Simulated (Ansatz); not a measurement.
Mulliken charges of CH3FOSi, SMILES `F[SiH]1CO1` from r2SCAN/def2-TZVPP in Ansatz (PBE0-D4/def2-TZVP geometry).

```
atom   x (Å)   y (Å)   z (Å)  charge (e)
  F1  -2.105  -0.022   0.300      -0.310
 Si2  -0.703   0.117  -0.424       0.715
  C3   0.837   0.019   0.482      -0.107
  O4   0.337  -1.141  -0.335      -0.397
  H5  -0.938   0.760  -1.724      -0.069
  H6   1.782   0.409   0.111       0.084
  H7   0.851  -0.211   1.545       0.083
```

Question: By hand: the dipole of these point charges (1 e Å = 4.8032 D).

Answer: Σ q r = (0.212, 0.506, -0.058) e Å, of length 0.552 e Å = 2.65 D.

Question: How does the dipole of the full density compare? (An estimate is asked.)

Answer: The calculation gave: (0.086, 0.351, -0.040) e Å, 1.75 D; the point charges give 1.51 times that, at 9° from its direction.

Point charges leave out the atoms' own dipoles, such as those of lone pairs, and Mulliken's split depends on the basis, so the two needn't agree.
